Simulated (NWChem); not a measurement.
System meant: C3H3ClF2; SMILES C/C(F)=C(\F)Cl

The following NWChem deck was run.

```
start job
memory heap 200 mb stack 900 mb global 1100 mb
geometry units angstroms noautoz
  C     -0.485656    -2.229245     0.000000
  C      0.203898    -0.918768     0.000000
  F      1.535232    -0.975732     0.000000
  C     -0.388361     0.280400     0.000000
  F     -1.708486     0.394684     0.000000
  Cl     0.449251     1.767928     0.000000
  H     -0.195777    -2.812584     0.888724
  H     -0.195777    -2.812584    -0.888724
  H     -1.574137    -2.097798     0.000000
end
basis spherical
  * library def2-svp
end
dft
  odft
  mult 2
  xc b3lyp
  iterations 150
  mulliken
end
task dft energy
```

End of the output:

```
                                 NWChem DFT Module
                                 -----------------

 Summary of "ao basis" -> "ao basis" (spherical)
 ------------------------------------------------------------------------------
       Tag                 Description            Shells   Functions and Types
 ---------------- ------------------------------  ------  ---------------------
 C                          def2-svp                 6       14   3s2p1d
 F                          def2-svp                 6       14   3s2p1d
 Cl                         def2-svp                 8       18   4s3p1d
 H                          def2-svp                 3        5   2s1p

 Summary of "ao basis" -> "ao basis" (spherical)
 ------------------------------------------------------------------------------
       Tag                 Description            Shells   Functions and Types
 ---------------- ------------------------------  ------  ---------------------
 C                          def2-svp                 6       14   3s2p1d
 F                          def2-svp                 6       14   3s2p1d
 Cl                         def2-svp                 8       18   4s3p1d
 H                          def2-svp                 3        5   2s1p

      Symmetry analysis of basis
      --------------------------

        a'         72
        a"         31

  number of electrons :                   56
  multiplicity        :                    2
 ------------------------------------------------------------------------
  no. of electrons and multiplicity not compatible                  56
 ------------------------------------------------------------------------
 ------------------------------------------------------------------------
  current input line :
    24: task dft energy
 ------------------------------------------------------------------------
 ------------------------------------------------------------------------
 There is an error in the input file
 ------------------------------------------------------------------------
 For more information see the NWChem manual at https://nwchemgit.github.io

0: no. of electrons and multiplicity not compatible:Received an Error in Communication
```

Task: What is wrong, and how is it mended?

Result: The program refused the input. Cause: the multiplicity doesn't fit the number of electrons (an even count wants an odd multiplicity, and the reverse). This input runs:
```
start job
memory heap 200 mb stack 900 mb global 1100 mb
geometry units angstroms noautoz
  C     -0.485656    -2.229245     0.000000
  C      0.203898    -0.918768     0.000000
  F      1.535232    -0.975732     0.000000
  C     -0.388361     0.280400     0.000000
  F     -1.708486     0.394684     0.000000
  Cl     0.449251     1.767928     0.000000
  H     -0.195777    -2.812584     0.888724
  H     -0.195777    -2.812584    -0.888724
  H     -1.574137    -2.097798     0.000000
end
basis spherical
  C library def2-svp
  F library def2-svp
  Cl library def2-svp
  H library def2-svp
end
dft
  xc b3lyp
  iterations 150
  mulliken
end
task dft energy
```
It converges to -775.59932 Ha (B3LYP/def2-SVP).
